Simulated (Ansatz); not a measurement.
Reaction (ligand exchange at the Sn–O bond): `[OH][SnH]([Cl])[Cl]` + HBr → `[Cl][SnH]([Cl])[Br]` + H₂O

Computed with Ansatz on PBE0-D4/def2-TZVP structures; ΔE is electronic, products minus reactants. CBS: MP2 limit from def2 TZ/QZ plus the TZ coupled-cluster correction, frozen cores. This one scheme is used for every species. DFT in def2-TZVPP. HSE06 is defined as in plane-wave codes. Elements past krypton have def2 core potentials. For Br, Sn outer-core shells are correlated without core-valence functions, which leaves a few kJ/mol of doubt a bond. Scalar relativity is left out up to krypton. Each species was taken in one conformer, which may not be the lowest.

Question: Is it downhill or uphill in electronic energy at CCSD(T)/CBS, and by how much? (Best estimate.)

Answer: Computed: Downhill: ΔE = -18.3 kcal/mol.

Question: What do these levels give: PBE-D4, BLYP-D4, CAM-B3LYP-D4, revPBE, r2SCAN0, HSE06, BHLYP, RPA@PBE/def2-TZVPP, CCSD(T)/def2-SVP, HF/def2-QZVPP, CCSD/def2-QZVPP, HF/CBS(def2)? (Estimate.)

Answer: Computed: PBE-D4 -17.2, BLYP-D4 -16.1, CAM-B3LYP-D4 -16.1, revPBE -16.6, r2SCAN0 -18.3, HSE06 -18.3, BHLYP -17.7, RPA@PBE/def2-TZVPP -14.8, CCSD(T)/def2-SVP -16.0, HF/def2-QZVPP -18.6, CCSD/def2-QZVPP -17.1, HF/CBS(def2) -18.6 kcal/mol.

Largest T1 diagnostic among the species: 0.012.

From r2SCAN to r2SCAN0 (25 % exact exchange), in def2-TZVPP and without D4, ΔE moves by −1.5 kcal/mol. In def2-TZVPP, CCSD(T) changes the Hartree–Fock value by +2.5 kcal/mol (the triples alone add +0.3 kcal/mol) and MP2 by +1.3 kcal/mol.
